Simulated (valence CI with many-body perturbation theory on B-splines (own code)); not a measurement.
# E1 transitions of Pd31+

Level of theory: configuration interaction combined with many-body perturbation theory (CI+MBPT): five valence electrons over a frozen Dirac-Fock core [Ne], radial functions for each j: 11 s, 11 p, 10 d, 8 f, 5 g, 2 h, with the one-electron correlation potential Σ1, the two-electron term Σ2, the three-electron term Σ3, Breit, model QED; selected CI, second order for the rest, scaled by the run's own slope (own B-spline code, finite nucleus).

No measured spectrum was set against this ion. As an estimate, large intervals hold to a few tenths of a per cent, small ones and those within an open d or f shell to about a per cent. Among the levels kept, up to 4100 cm⁻¹ of a level comes from second order outside the variational space, and about a tenth of that is noise between levels of different J, which matters for small intervals.

Lines 1 to 50 of 585 in falling wavelength, among levels below 3063.5 × 10³ cm⁻¹, chosen from the strongest by gf and those to the six lowest levels. Wavelengths and rates use the calculated energies. Electric multipoles are in the length gauge with retardation, E1 and E2 with the static RPA response of the core. Weak lines are less certain than strong ones. Lines between different terms over intervals too small for the method are left out, as are lines whose strength nearly cancels. Where a level lies close to another of its J and parity, the split of strength between their lines is uncertain. The highest levels of a list are the least certain.

Levels are named by their leading jj configuration (3d3/2^4 stands for four electrons in 3d with j = 3/2), which in mixed levels can hold well under half, so a name can repeat and another be missing. Letters in brackets count levels of one name in rising energy.

```csv
λ vac (nm),Upper,Lower,A (s⁻¹),log gf,Branch %
23.90,(3s 3p1/2^2 3p3/2^2) J=1/2,(3s^2 3p3/2^3) J=3/2,7.97e+07,-2.86,0.3
22.36,(3s 3p1/2^2 3p3/2^2) J=3/2,(3s^2 3p3/2^3) J=3/2,1.49e+08,-2.35,0.4
16.73,(3s 3p1/2^2 3p3/2^2) J=5/2,(3s^2 3p1/2 3p3/2^2) J=5/2,1.35e+09,-1.47,17.0
16.54,(3s^2 3p1/2 3p3/2 3d3/2) J=5/2 [a],(3s^2 3p3/2^3) J=3/2,7.11e+08,-1.76,26.2
16.51,(3s^2 3p1/2 3p3/2 3d3/2) J=3/2 [a],(3s^2 3p3/2^3) J=3/2,2.99e+08,-2.31,7.2
16.29,(3s^2 3p1/2 3p3/2 3d3/2) J=1/2 [a],(3s^2 3p3/2^3) J=3/2,2.13e+08,-2.77,3.0
16.09,(3s 3p1/2^2 3p3/2 3d5/2) J=9/2,(3s^2 3p1/2 3p3/2 3d5/2) J=7/2 [a],2.55e+09,-1.00,64.5
15.74,(3s 3p1/2 3p3/2^3) J=5/2,(3s^2 3p3/2^3) J=3/2,1.21e+09,-1.57,15.7
15.51,(3s 3p1/2 3p3/2^2 3d5/2) J=11/2,(3s^2 3p3/2^2 3d5/2) J=9/2,4.46e+09,-0.71,20.4
15.39,(3s 3p1/2^2 3p3/2^2) J=5/2,(3s^2 3p1/2 3p3/2^2) J=3/2,2.80e+09,-1.22,35.4
15.16,(3s^2 3p1/2^2 3d3/2) J=3/2,(3s^2 3p1/2 3p3/2^2) J=5/2,1.51e+09,-1.68,34.5
14.98,(3p1/2^2 3p3/2^2 3d5/2) J=9/2,(3s 3p1/2 3p3/2^2 3d5/2) J=9/2 [d],3.19e+09,-0.97,6.8
14.87,(3s 3p1/2^2 3p3/2^2) J=1/2,(3s^2 3p1/2 3p3/2^2) J=1/2,4.74e+09,-1.50,15.4
14.73,(3p1/2^2 3p3/2^2 3d5/2) J=9/2,(3s 3p1/2 3p3/2^2 3d3/2) J=7/2 [b],2.12e+09,-1.16,4.5
14.05,(3s^2 3p1/2^2 3d3/2) J=3/2,(3s^2 3p1/2 3p3/2^2) J=3/2,3.92e+08,-2.33,9.0
13.89,(3p1/2^2 3p3/2^3) J=3/2,(3s 3p1/2 3p3/2^3) J=5/2,6.03e+09,-1.16,16.4
13.73,(3s 3p1/2 3p3/2^2 3d5/2) J=7/2 [e],(3s^2 3p3/2^2 3d5/2) J=5/2 [a],3.16e+09,-1.15,1.4
13.67,(3s 3p1/2 3p3/2^3) J=1/2,(3s^2 3p3/2^3) J=3/2,1.70e+09,-2.02,1.9
13.42,(3s^2 3p1/2 3p3/2 3d5/2) J=3/2 [a],(3s^2 3p3/2^3) J=3/2,7.41e+08,-2.10,1.4
13.31,(3s 3p1/2 3p3/2^2 3d5/2) J=9/2 [d],(3s^2 3p3/2^2 3d5/2) J=9/2,2.88e+09,-1.12,3.9
13.20,(3s^2 3p1/2 3p3/2 3d5/2) J=5/2 [a],(3s^2 3p3/2^3) J=3/2,8.07e+08,-1.90,0.7
13.04,(3s 3p1/2^2 3p3/2^2) J=3/2,(3s^2 3p1/2 3p3/2^2) J=5/2,2.72e+09,-1.56,6.6
12.92,(3p1/2^2 3p3/2^2 3d5/2) J=9/2,(3s 3p1/2 3p3/2^2 3d5/2) J=11/2,9.23e+09,-0.64,19.7
12.37,(3s^2 3p1/2^2 3d5/2) J=5/2,(3s^2 3p1/2 3p3/2^2) J=5/2,2.63e+08,-2.44,0.9
12.36,(3s^2 3p1/2 3p3/2 3d3/2) J=3/2 [b],(3s^2 3p3/2^3) J=3/2,2.71e+08,-2.61,0.1
12.25,(3p1/2^2 3p3/2^2 3d3/2) J=7/2,(3s 3p1/2 3p3/2^2 3d5/2) J=9/2 [a],1.70e+10,-0.51,26.2
12.22,(3s 3p1/2^2 3p3/2^2) J=3/2,(3s^2 3p1/2 3p3/2^2) J=3/2,9.57e+08,-2.07,2.3
12.21,(3p1/2^2 3p3/2^2 3d3/2) J=5/2,(3s 3p1/2 3p3/2^2 3d5/2) J=7/2 [a],5.28e+09,-1.15,14.0
12.17,(3s^2 3p1/2 3p3/2 3d3/2) J=5/2 [b],(3s^2 3p3/2^3) J=3/2,6.55e+08,-2.06,0.3
12.13,(3s 3p1/2 3p3/2^3) J=3/2,(3s^2 3p1/2 3p3/2^2) J=1/2,2.48e+08,-2.66,1.2
12.04,(3p1/2^2 3p3/2^2 3d5/2) J=9/2,(3s 3p1/2 3p3/2^2 3d5/2) J=9/2 [b],6.21e+09,-0.87,13.2
11.82,(3p1/2^2 3p3/2^2 3d3/2) J=3/2,(3s 3p1/2 3p3/2^2 3d3/2) J=5/2 [a],1.25e+10,-0.98,26.3
11.63,(3s^2 3p1/2^2 3d5/2) J=5/2,(3s^2 3p1/2 3p3/2^2) J=3/2,5.10e+08,-2.21,1.7
11.52,(3s^2 3p1/2 3p3/2 3d3/2) J=1/2 [a],(3s^2 3p1/2 3p3/2^2) J=1/2,6.04e+08,-2.62,8.5
11.48,(3s^2 3p1/2 3p3/2 3d5/2) J=3/2 [b],(3s^2 3p3/2^3) J=3/2,3.96e+09,-1.51,1.6
11.24,(3s 3p1/2 3p3/2^3) J=3/2,(3s^2 3p1/2 3p3/2^2) J=5/2,1.39e+09,-1.98,6.6
11.17,(3s^2 3p1/2 3p3/2 3d5/2) J=3/2 [c],(3s^2 3p3/2^3) J=3/2,1.27e+09,-2.02,1.4
11.12,(3s^2 3p1/2 3p3/2 3d5/2) J=5/2 [b],(3s^2 3p3/2^3) J=3/2,8.22e+08,-2.04,0.3
11.10,(3s 3p1/2^2 3p3/2^2) J=5/2,(3s^2 3p1/2^2 3p3/2) J=3/2,3.76e+09,-1.38,47.5
10.96,(3s 3p1/2 3p3/2^2 3d5/2) J=9/2 [a],(3s^2 3p1/2 3p3/2 3d3/2) J=7/2,4.62e+09,-1.08,45.2
10.89,(3s 3p3/2^3 3d5/2) J=7/2 [a],(3s^2 3p3/2^2 3d5/2) J=5/2 [a],5.88e+09,-1.08,4.5
10.85,(3s 3p1/2 3p3/2^2 3d5/2) J=9/2 [c],(3s^2 3p1/2 3p3/2 3d5/2) J=9/2,4.43e+09,-1.11,38.2
10.82,(3s 3p1/2 3p3/2^2 3d5/2) J=9/2 [b],(3s^2 3p1/2 3p3/2 3d5/2) J=7/2 [a],2.23e+10,-0.41,92.2
10.82,(3s^2 3p1/2 3p3/2 3d3/2) J=5/2 [a],(3s^2 3p1/2 3p3/2^2) J=5/2,1.40e+09,-1.83,51.7
10.81,(3s^2 3p1/2 3p3/2 3d3/2) J=3/2 [a],(3s^2 3p1/2 3p3/2^2) J=5/2,8.81e+08,-2.21,21.2
10.80,(3s^2 3p1/2 3p3/2 3d5/2) J=1/2 [a],(3s^2 3p3/2^3) J=3/2,1.42e+09,-2.31,1.2
10.75,(3s 3p1/2 3p3/2^2 3d5/2) J=11/2,(3s^2 3p1/2 3p3/2 3d5/2) J=9/2,1.74e+10,-0.44,79.5
10.68,(3p1/2^2 3p3/2^2 3d5/2) J=9/2,(3s 3p1/2^2 3p3/2 3d5/2) J=7/2,3.71e+09,-1.20,7.9
10.67,(3p1/2^2 3p3/2^2 3d3/2) J=7/2,(3s 3p1/2^2 3p3/2 3d3/2) J=7/2 [b],7.58e+09,-0.98,11.7
10.62,(3s 3p1/2 3p3/2^3) J=3/2,(3s^2 3p1/2 3p3/2^2) J=3/2,1.26e+10,-1.07,60.3
```

Problem. How does gf follow from A for the line at 11.24 nm?

Solution. gf = 1.4992 × (2J+1)_upper × A / σ², with σ = 889481 cm⁻¹ and 2J+1 = 4: gf = 0.0106.
